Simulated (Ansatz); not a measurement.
Geometry optimisation, Ansatz, RKS PBE/def2-SVP.

input.yaml

```yaml
crystal:
  periodic: [false, false, false]
  atoms:
    - { symbol: S, position_ang: [-1.5691, 1.6049, -1.4629] }
    - { symbol: Al, position_ang: [-0.1625, 0.3805, -0.2893] }
    - { symbol: C, position_ang: [0.7226, -0.175, 1.1649] }
    - { symbol: C, position_ang: [1.1482, -0.9113, -0.0127] }
    - { symbol: H, position_ang: [-2.6777, 0.7596, -1.2232] }
    - { symbol: H, position_ang: [0.9237, -0.0084, 2.2377] }
    - { symbol: H, position_ang: [1.6761, -1.7184, -0.4603] }
basis:
  gaussian: { orbitals: def2-SVP }
hamiltonian:
  xc: pbe
relax:
  f_tol: 0.02
  max_steps: 40
scf:
  lower_state_search: "off"
```

Command:

```bash
$ ansatz run input.yaml --threads 1 --pin off --max-ram 2048MiB --backend cpu --events-out ev --progress --plain --runs-dir out
```

Problem. Where does it end, and by what steps?

Solution. The run converged. After 13 steps the energy has fallen by 0.890 eV; H5 moved furthest, 0.96 Å.

```csv
step,energy less start (eV),largest force component (eV/Å),accepted
0,0.0000,2.309,yes
1,-0.5357,0.750,yes
2,-0.6387,0.666,yes
3,-0.7240,0.606,yes
4,-0.7299,0.344,yes
5,-0.7536,0.130,yes
6,-0.7772,0.545,yes
7,-0.8350,0.280,yes
8,-0.8752,0.206,yes
9,-0.8890,0.047,yes
10,-0.8892,0.046,yes
11,-0.8826,0.203,no
12,-0.8895,0.030,yes
13,-0.8895,0.013,yes
```

```xyz
7
Properties=species:S:1:pos:R:3
S -2.069 1.611 -0.962
Al -0.437 0.429 -0.111
C 0.888 -0.052 1.124
C 0.839 -0.936 0.061
H -2.186 0.792 -2.047
H 1.563 -0.077 2.003
H 1.463 -1.835 -0.114
```

The run took 18 s on 1 thread of Intel(R) Xeon(R) CPU @ 2.80GHz (Skylake/Cascade Lake), on a shared host, peak memory 0.13 GiB.
